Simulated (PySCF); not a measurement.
**Radial density of Ar⁺ (argon, charge +1)**

PBE, [Ne] 3s2 3p5, 2P determinant. Calculation: PySCF 2.14, in def2-TZVP (5s5p2d1f, 37 functions); no relativity, point nucleus.

```tsv
r (bohr)	4πr²ρ (e/bohr)	4πr²(ρα − ρβ)
0.00161	0.1180	0.0000
0.00271	0.3222	0.0000
0.00456	0.8501	0.0000
0.00766	2.154	0.0001
0.0129	5.046	0.0002
0.0217	10.43	0.0009
0.0365	17.44	0.0039
0.0613	20.84	0.0175
0.103	16.51	0.0662
0.174	15.55	0.1564
0.292	21.11	0.1422
0.491	11.69	-0.0032
0.826	4.411	0.4001
1.39	5.147	0.7313
2.34	1.355	0.2038
3.93	0.05813	0.0075
6.61	4.948e-05	0.0000
```

(1) Where is the radial spin density 4πr²(ρα − ρβ) most negative, and why is it negative at all?

Results:

(1) Around r = 0.491 bohr, down to -0.0032 e/bohr: exchange with the open shell polarises the paired shells in an unrestricted calculation.
